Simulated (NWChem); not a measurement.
System: InHSF₂; SMILES [F][In]([F])[SH]

Here is an NWChem input.

```
start job
memory heap 200 mb stack 900 mb global 1100 mb
geometry units angstroms
  In    -0.203680     0.090112    -0.016633
  F     -2.143892    -0.284984    -0.105587
  F      0.320257     2.000400    -0.093813
  S      1.731609    -1.331611     0.172829
  H      2.488499    -0.236614     0.155025
end
basis spherical
  * library def2-svp
end
ecp
  In library def2-ecp
end
dft
  xc pbe0
  iterations 150
end
driver
  maxiter 120
end
task dft optimize
dft
  grid fine
  convergence energy 1d-8 density 1d-7
end
task dft freq numerical
```

def2 effective core potentials on In; no spin-orbit coupling.

The level has its own optimisation; frequencies are unscaled.

Task: Give the results of this calculation. (PBE0/def2-SVP with def2 effective core potentials on In.) Quantities: r In–S (Å); r H–S (Å); highest harmonic frequency (cm⁻¹); lowest (cm⁻¹); zero-point energy (kcal/mol).

Result: 
```
Property                           Value
---------------------------------  -----
r In–S (Å)                         2.368
r H–S (Å)                          1.354
highest harmonic frequency (cm⁻¹)   2708
lowest (cm⁻¹)                         86
zero-point energy (kcal/mol)         8.0
```
